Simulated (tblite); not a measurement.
Compound: C8H7O (doublet state).
Z-matrix (Å and degrees, GFN2-xTB geometry), rows numbered from 1:
```
C 
C   1  1.4172
O   2  1.2408  1  121.38
C   2  1.4701  1  116.60  3   178.27
C   4  1.3656  2  128.70  1    15.13
C   5  1.4382  4  109.65  2   178.65
C   6  1.3521  5  109.07  4     0.13
C   7  1.4566  6  108.39  5    -0.27
C   8  1.3366  4  127.20  2     1.36
H   1  1.0730  2  122.75  3  -175.91
H   1  1.0762  2  118.55  3    -0.64
H   5  1.0749  4  127.21  2     0.16
H   6  1.0753  5  123.97  4  -179.78
H   7  1.0739  6  127.69  5   179.59
H   9  1.0772  8  120.58  4    -0.47
H   9  1.0784  8  121.28  4  -179.64
```

Computed geometry: GFN2-xTB, gas phase. This method treats the open shell by occupation alone, without spin polarisation.

Take the most abundant isotopes and a rigid rotor. The values belong to one conformer with, in the numbering `[CH2:1][C:2](=[O:3])[C:4]1=[CH:5][CH:6]=[CH:7][C:8]1=[CH2:9]`, H–C1–C2–O3 -176° and -1°, C1–C2–C4–C5 15°.

(1) What are A, B and C (MHz)?

(2) What kind of rotor is it?

(3) What does the inertial defect say?

(4) Estimate the classical rotational partition function at 10 K, 25 K and 50 K.

Results:

(1) Ia = 172.66, Ib = 326.49, Ic = 495.42 u·Å²; 505379 MHz·u·Å²/I gives A = 2927, B = 1548, C = 1020 MHz.

(2) An asymmetric top; Ray's κ = -0.446.

(3) Not planar: Δ = Ic − Ia − Ib = -3.73 u·Å². For a rigid frame Δ = −2 Σ m c², so Σ m c² = 1.87 u·Å² lies off the ab plane: 0.32 from hydrogen and 1.54 from heavier atoms. The atom farthest from that plane is 0.42 Å away.

(4) Point group C1, symmetry number σ = 1; q = (√π/σ)·√((kT/h)³/(ABC)), k/h = 20836.6 MHz/K: 2480 at 10 K, 9800 at 25 K, 27700 at 50 K.

For this open shell read J as N, the rotation without spin; fine and hyperfine splittings come on top. Its GFN2-xTB frequencies are all real (lowest 38 cm⁻¹). Constants of a rigid frame at the computed geometry: no zero-point averaging, no centrifugal distortion.

Time: 0.25 s of wall time. Hardware: one thread, Arm Neoverse V1 (aarch64), no GPU, shared host with 32 logical CPUs at a one-minute load of 11. This is the geometry optimisation.
